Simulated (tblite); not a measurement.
Compound: C5H9BO2.
Geometry (GFN2-xTB, Å), atoms numbered from 1 in this order:
```
atom  x, y, z in Å
C1     2.332    1.664   -0.634
C2     2.159    0.527   -0.285
B3     1.878   -0.909    0.184
O4     2.787   -1.873   -0.084
O5     0.758   -1.264    0.873
C6    -0.283   -0.369    1.186
C7    -1.244   -0.194    0.010
C8    -2.392    0.743    0.358
H9     2.502    2.654   -0.947
H10    2.532   -2.736    0.243
H11    0.128    0.607    1.472
H12   -0.813   -0.797    2.045
H13   -0.680    0.202   -0.837
H14   -1.634   -1.174   -0.274
H15   -2.962    0.354    1.198
H16   -2.013    1.726    0.624
H17   -3.061    0.850   -0.492
```

Method: GFN2-xTB as coded in tblite; computed harmonic values from a numerical Hessian at the method's own geometry, unscaled. Errors from tens to a few hundred cm⁻¹ against measured bands are possible. One conformer, not necessarily the lowest.

Harmonic wavenumbers (cm⁻¹): 42.7, 66.9, 92.9, 120.0, 196.3, 223.2, 242.3, 292.7, 342.7, 452.7, 529.7, 546.0, 618.1, 678.4, 686.2, 700.3, 789.7, 903.3, 913.3, 939.4, 1085.4, 1099.6, 1119.8, 1161.2, 1225.9, 1242.7, 1268.8, 1280.4, 1303.5, 1361.3, 1412.5, 1471.6, 1491.1, 1500.4, 1503.5, 2225.5, 2899.0, 2928.5, 2979.2, 2990.2, 3036.5, 3039.5, 3046.0, 3362.4, 3622.9.

A = 2973, B = 1240, C = 944.1 MHz; mass 112.070 u (most abundant isotopes); point group C1, symmetry number 1.

**Question.** What is the zero-point energy?

**Answer.** ½Σν̃ = 29517 cm⁻¹ = 353.10 kJ/mol.

**Question.** Entropy at 273.15 K, 1 bar (ideal gas, RRHO, classical rotation)?

**Answer.** Translation 165.89, rotation 119.88, vibration 111.41: S = 397.2 J/(mol K).

**Question.** And Cp and H(273.15 K) − H(0)?

**Answer.** Cp = 142.59 J/(mol K), of which vibrations give 109.33 (their classical limit is 45 R = 374.2); H(273.15 K) − H(0) = 24.80 kJ/mol without the zero-point energy, 15.72 from vibrations.

**Question.** Blend soft modes into free rotors: weight 1/[1 + (100 cm⁻¹/ν̃)⁴] for the oscillator and the rest for a rotor with moment μB/(μ + B), μ = h/(8π²ν), B = 10⁻⁴⁴ kg m². What vibrational entropy results?

**Answer.** 101.09 J/(mol K) in place of 111.41, which changes −T·S at 273.15 K by +2.82 kJ/mol.

**Question.** Which modes carry the vibrational entropy at 273.15 K?

**Answer.** 42.7 cm⁻¹: 20.74; 66.9 cm⁻¹: 17.03; 92.9 cm⁻¹: 14.34; 120.0 cm⁻¹: 12.27; 196.3 cm⁻¹: 8.40; 223.2 cm⁻¹: 7.43 J/(mol K); the other 39 give 31.21 together.

Hindered rotation and anharmonicity are outside this model. Other conformers, if any are populated, would add a mixing term that is left out. The structure is chiral; the term R ln 2 for an equal mix with its mirror image is left out.
